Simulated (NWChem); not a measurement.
System: C₂H₇FOSi; SMILES COC[SiH2]F

NWChem input:

```
start job
memory heap 200 mb stack 900 mb global 1100 mb
geometry units angstroms noautosym nocenter noautoz
  C      0.534509    -2.307672     0.403636
  O     -0.206954    -1.527944    -0.486692
  C     -0.772517    -0.368120     0.090411
  Si     0.389009     1.078905    -0.272062
  F     -0.123063     2.408226     0.522817
  H     -0.098863    -2.715504     1.216278
  H      1.368145    -1.747489     0.870135
  H      0.958378    -3.148462    -0.163238
  H     -1.753818    -0.192290    -0.382971
  H     -0.968083    -0.493498     1.173071
  H      0.389776     1.384810    -1.728756
  H      1.771191     0.768063     0.190550
end
basis spherical
  C library def2-svp
  O library def2-svp
  Si library def2-svp
  F library def2-svp
  H library def2-svp
end
dft
  xc b3lyp
  iterations 150
  mulliken
end
task dft energy
esp
  recalculate
  probe 0.07
  range 0.3
  factor 1.0
  spacing 0.02
end
task esp
```

Output (shortened):

```
             Northwest Computational Chemistry Package (NWChem) 7.3.0
             --------------------------------------------------------

                             Geometry "geometry" -> ""
                             -------------------------

 Output coordinates in angstroms (scale by  1.889725989 to convert to a.u.)

  No.       Tag          Charge          X              Y              Z
 ---- ---------------- ---------- -------------- -------------- --------------
    1 C                    6.0000     0.53450900    -2.30767200     0.40363600
    2 O                    8.0000    -0.20695400    -1.52794400    -0.48669200
    3 C                    6.0000    -0.77251700    -0.36812000     0.09041100
    4 Si                  14.0000     0.38900900     1.07890500    -0.27206200
    5 F                    9.0000    -0.12306300     2.40822600     0.52281700
    6 H                    1.0000    -0.09886300    -2.71550400     1.21627800
    7 H                    1.0000     1.36814500    -1.74748900     0.87013500
    8 H                    1.0000     0.95837800    -3.14846200    -0.16323800
    9 H                    1.0000    -1.75381800    -0.19229000    -0.38297100
   10 H                    1.0000    -0.96808300    -0.49349800     1.17307100
   11 H                    1.0000     0.38977600     1.38481000    -1.72875600
   12 H                    1.0000     1.77119100     0.76806300     0.19055000

 Effective nuclear repulsion energy (a.u.)     240.8883443717

                                 NWChem DFT Module
                                 -----------------

 Summary of "ao basis" -> "ao basis" (spherical)
 ------------------------------------------------------------------------------
       Tag                 Description            Shells   Functions and Types
 ---------------- ------------------------------  ------  ---------------------
 C                          def2-svp                 6       14   3s2p1d
 O                          def2-svp                 6       14   3s2p1d
 Si                         def2-svp                 8       18   4s3p1d
 F                          def2-svp                 6       14   3s2p1d
 H                          def2-svp                 3        5   2s1p

            General Information
            -------------------
          SCF calculation type: DFT
          Wavefunction type:  closed shell.
          No. of atoms     :    12
          No. of electrons :    50
           Alpha electrons :    25
            Beta electrons :    25
          Charge           :     0
          Spin multiplicity:     1
          Use of symmetry is: off; symmetry adaption is: off
          Maximum number of iterations: 150
          AO basis - number of functions:   109
                     number of shells:    53
          Convergence on energy requested:  1.00D-06
          Convergence on density requested:  1.00D-05
          Convergence on gradient requested:  5.00D-04

              XC Information
              --------------
                         B3LYP Method XC Potential
                     Hartree-Fock (Exact) Exchange  0.200
                        Slater Exchange Functional  0.800 local
                    Becke 1988 Exchange Functional  0.720 non-local
              Lee-Yang-Parr Correlation Functional  0.810
                  VWN I RPA Correlation Functional  0.190 local

             Grid Information
             ----------------
          Grid used for XC integration:  medium
          Radial quadrature: Mura-Knowles
          Angular quadrature: Lebedev.
          Tag              B.-S. Rad. Rad. Pts. Rad. Cut. Ang. Pts.
          ---              ---------- --------- --------- ---------
          C                   0.70       49          11.0       434
          O                   0.60       49           9.0       434
          Si                  1.10       88          11.0       590
          F                   0.50       49          13.0       434
          H                   0.35       45          12.0       434
          Grid pruning is: on
          Number of quadrature shells:   599
          Spatial weights used:  Erf1

      Superposition of Atomic Density Guess
      -------------------------------------

 Sum of atomic energies:        -541.46678368

      Non-variational initial energy
      ------------------------------

 Total energy =    -543.600756
 1-e energy   =   -1225.880618
 2-e energy   =     441.391518
 HOMO         =      -0.296644
 LUMO         =       0.042838

     ---------------------------------------------
      Total Density - Mulliken Population Analysis
     ---------------------------------------------

    Atom       Charge   Shell Charges
 -----------   ------   -------------------------------------------------------
    1 C    6     5.89   1.99  0.92  0.21  1.85  0.86  0.05
    2 O    8     8.60   1.99  1.09  0.69  2.95  1.87  0.01
    3 C    6     6.08   1.99  0.94  0.26  1.87  0.97  0.04
    4 Si  14    13.03   2.00  1.99  0.96  0.23  5.93  0.97  0.73  0.21
    5 F    9     9.59   1.99  1.15  0.78  3.52  2.14  0.00
    6 H    1     0.93   0.69  0.22  0.02
    7 H    1     0.94   0.69  0.23  0.02
    8 H    1     0.92   0.69  0.21  0.02
    9 H    1     0.90   0.68  0.20  0.02
   10 H    1     0.91   0.68  0.21  0.02
   11 H    1     1.10   0.71  0.39  0.01
   12 H    1     1.10   0.71  0.39  0.01

   convergence    iter        energy       DeltaE   RMS-Dens  Diis-err
 ---------------- ----- ----------------- --------- --------- ---------
 d= 0,ls=0.0,diis     1   -544.6662902427 -7.86D+02  1.26D-02  6.98D-01
 d= 0,ls=0.0,diis     2   -544.6464310023  1.99D-02  6.36D-03  1.12D+00
 d= 0,ls=0.0,diis     3   -544.7443858872 -9.80D-02  1.15D-03  3.61D-02
 d= 0,ls=0.0,diis     4   -544.7470147755 -2.63D-03  3.47D-04  2.22D-03
 d= 0,ls=0.0,diis     5   -544.7472505528 -2.36D-04  8.58D-05  2.04D-04
  Resetting Diis
 d= 0,ls=0.0,diis     6   -544.7472723461 -2.18D-05  2.62D-05  1.15D-05
 d= 0,ls=0.0,diis     7   -544.7472733091 -9.63D-07  2.16D-05  1.77D-06
 d= 0,ls=0.0,diis     8   -544.7472730495  2.60D-07  1.29D-05  4.53D-06
 d= 0,ls=0.0,diis     9   -544.7472734932 -4.44D-07  8.33D-07  1.93D-08

         Total DFT energy =     -544.747273493226
      One electron energy =    -1229.739060534297
           Coulomb energy =      497.605320055517
    Exchange-Corr. energy =      -53.501877386114
 Nuclear repulsion energy =      240.888344371668

 Numeric. integr. density =       49.999989087412

                       DFT Final Molecular Orbital Analysis
                       ------------------------------------

 Vector   23  Occ=2.000000D+00  E=-3.383816D-01
              MO Center=  4.5D-01,  5.6D-01, -5.1D-01, r^2= 4.2D+00
   Bfn.  Coefficient  Atom+Function         Bfn.  Coefficient  Atom+Function
  ----- ------------  ---------------      ----- ------------  ---------------
   100      0.312844  11 H  s               105     -0.231492  12 H  s
    66     -0.225087   5 F  pz              101      0.223295  11 H  s
    20      0.221066   2 O  pz               52     -0.199644   4 Si pz
    69      0.163622   5 F  pz               23      0.160729   2 O  pz
   106     -0.154251  12 H  s                33     -0.133571   3 C  py

 Vector   24  Occ=2.000000D+00  E=-3.274520D-01
              MO Center= -1.2D-02, -9.4D-01, -2.1D-01, r^2= 3.4D+00
   Bfn.  Coefficient  Atom+Function         Bfn.  Coefficient  Atom+Function
  ----- ------------  ---------------      ----- ------------  ---------------
    20      0.416080   2 O  pz               23      0.296109   2 O  pz
    34     -0.199789   3 C  pz                6     -0.197590   1 C  pz
    95     -0.194603  10 H  s                17     -0.182908   2 O  s
   105      0.156763  12 H  s               106      0.151186  12 H  s
    96     -0.146719  10 H  s                85      0.145422   8 H  s

 Vector   25  Occ=2.000000D+00  E=-2.543426D-01
              MO Center= -1.6D-01, -1.0D+00, -1.3D-01, r^2= 2.6D+00
   Bfn.  Coefficient  Atom+Function         Bfn.  Coefficient  Atom+Function
  ----- ------------  ---------------      ----- ------------  ---------------
    18      0.421002   2 O  px               21      0.317853   2 O  px
    19      0.287509   2 O  py               22      0.241455   2 O  py
    31     -0.204620   3 C  s                32     -0.178300   3 C  px
    45     -0.174646   4 Si s                80     -0.163223   7 H  s
    81     -0.162930   7 H  s                75      0.153676   6 H  s

 Vector   26  Occ=0.000000D+00  E= 1.620065D-02
              MO Center=  3.6D-01,  6.6D-01, -2.3D-01, r^2= 4.0D+00
   Bfn.  Coefficient  Atom+Function         Bfn.  Coefficient  Atom+Function
  ----- ------------  ---------------      ----- ------------  ---------------
    54      0.865676   4 Si py               63     -0.413990   5 F  s
    17      0.406126   2 O  s                55      0.357825   4 Si pz
    36      0.302049   3 C  py                3      0.265741   1 C  s
    31      0.241378   3 C  s                81     -0.238992   7 H  s
    51      0.227976   4 Si py                9      0.209590   1 C  pz

 Vector   27  Occ=0.000000D+00  E= 4.596492D-02
              MO Center= -6.3D-02, -2.0D-01,  3.3D-01, r^2= 7.0D+00
   Bfn.  Coefficient  Atom+Function         Bfn.  Coefficient  Atom+Function
  ----- ------------  ---------------      ----- ------------  ---------------
    31      1.539180   3 C  s                 3      1.206792   1 C  s
    53      0.781809   4 Si px               91     -0.758506   9 H  s
    96     -0.719674  10 H  s                81     -0.656237   7 H  s
    76     -0.534947   6 H  s                86     -0.518829   8 H  s
    55     -0.486958   4 Si pz              101     -0.417695  11 H  s

 Vector   28  Occ=0.000000D+00  E= 8.218701D-02
              MO Center=  5.9D-01,  4.4D-02,  2.6D-01, r^2= 6.1D+00
   Bfn.  Coefficient  Atom+Function         Bfn.  Coefficient  Atom+Function
  ----- ------------  ---------------      ----- ------------  ---------------
    46     -1.245410   4 Si s                31      1.211132   3 C  s
   106      1.184907  12 H  s                81      0.903238   7 H  s
     3     -0.867251   1 C  s                91     -0.773939   9 H  s
    96     -0.628552  10 H  s                45     -0.551533   4 Si s
   101      0.467958  11 H  s                53     -0.454753   4 Si px

     ---------------------------------------------
      Total Density - Mulliken Population Analysis
     ---------------------------------------------

    Atom       Charge   Shell Charges
 -----------   ------   -------------------------------------------------------
    1 C    6     5.82   1.98  0.91  0.10  2.07  0.70  0.06
    2 O    8     8.39   1.99  1.08  0.71  2.89  1.71  0.02
    3 C    6     6.01   1.99  0.92  0.18  2.08  0.80  0.05
    4 Si  14    13.30   2.00  1.98  1.04  0.13  5.93  1.23  0.69  0.31
    5 F    9     9.35   1.99  1.12  0.80  3.36  2.08  0.00
    6 H    1     0.99   0.75  0.22  0.02
    7 H    1     1.00   0.75  0.22  0.02
    8 H    1     0.97   0.75  0.20  0.02
    9 H    1     0.96   0.75  0.19  0.02
   10 H    1     0.98   0.75  0.21  0.02
   11 H    1     1.11   0.75  0.35  0.01
   12 H    1     1.12   0.75  0.36  0.01

     -------------------------------------------
      Total Density - Lowdin Population Analysis
     -------------------------------------------

    Atom       Charge   Shell Charges
 -----------   ------   -------------------------------------------------------
    1 C    6     5.93   1.96  0.58  0.30  1.84  1.12  0.13
    2 O    8     8.18   1.97  0.91  0.58  2.76  1.93  0.03
    3 C    6     6.10   1.96  0.61  0.33  1.87  1.21  0.11
    4 Si  14    13.42   2.00  1.93  0.66  0.33  5.81  1.25  0.96  0.49
    5 F    9     9.23   1.98  1.02  0.77  3.23  2.23  0.01
    6 H    1     1.00   0.65  0.28  0.06
    7 H    1     1.00   0.65  0.28  0.06
    8 H    1     0.98   0.65  0.26  0.06
    9 H    1     0.97   0.64  0.26  0.07
   10 H    1     0.98   0.64  0.27  0.07
   11 H    1     1.11   0.66  0.43  0.02
   12 H    1     1.11   0.66  0.43  0.02

     Multipole analysis of the density
     ---------------------------------

     L   x y z        total         alpha         beta         nuclear
     -   - - -        -----         -----         ----         -------
     0   0 0 0     -0.000000    -25.000000    -25.000000     50.000000

     1   1 0 0      0.072673     -2.724180     -2.724180      5.521033
     1   0 1 0     -0.557423     -2.504837     -2.504837      4.452251
     1   0 0 1      0.268164     -0.945235     -0.945235      2.158634

     2   2 0 0    -27.452628    -45.856277    -45.856277     64.259926
     2   1 1 0     -0.748463      3.876929      3.876929     -8.502321
     2   1 0 1     -0.053642      0.448222      0.448222     -0.950086
     2   0 2 0    -30.689289   -270.788556   -270.788556    510.887822
     2   0 1 1     -2.691131     -1.917794     -1.917794      1.144457
     2   0 0 2    -28.909588    -38.074884    -38.074884     47.240179

                     NWChem Electrostatic Potential Fit Module
                     -----------------------------------------

 Atom parameters

 Number of atoms is                                   12
 Number of basis functions is                        109

 Grid parameters

 Maximum number of grid points is                  46304
 Number of grid points is                          46303
 Grid range                                     0.300000 nm
 Grid spacing                                   0.020000 nm
 Probe radius                                   0.070000 nm
 Atom radius factor                             1.000000

 Atomic radii

    1    0.100000
    6    0.147000
    8    0.136000
    9    0.128000
   14    0.187000
 FASTESP  F
  using M.O. file = ./job.movecs

    Atom              Coordinates                           Charge

                                                  ESP

    1 C     0.053451   -0.230767    0.040364    0.341985
    2 O    -0.020695   -0.152794   -0.048669   -0.476967
    3 C    -0.077252   -0.036812    0.009041    0.228254
    4 Si    0.038901    0.107891   -0.027206    0.598247
    5 F    -0.012306    0.240823    0.052282   -0.328678
    6 H    -0.009886   -0.271550    0.121628   -0.032066
    7 H     0.136815   -0.174749    0.087014   -0.059227
    8 H     0.095838   -0.314846   -0.016324   -0.013757
    9 H    -0.175382   -0.019229   -0.038297    0.000680
   10 H    -0.096808   -0.049350    0.117307   -0.017846
   11 H     0.038978    0.138481   -0.172876   -0.125894
   12 H     0.177119    0.076806    0.019055   -0.114732
                                            ------------
                                                0.000000

 Dipole moment                                  0.652630

 Quadrupole moment Qxx                          5.295662
                   Qyy                         -6.916464
                   Qzz                          1.620802

 RMS deviation kJ/mol                           0.055506

 RRMS %                                        34.343865
```

Level: B3LYP/def2-SVP. Structure relaxed at the PBE0/def2-SVP level. No frequency run checked for a minimum. B3LYP is NWChem's, with the RPA form of VWN correlation.
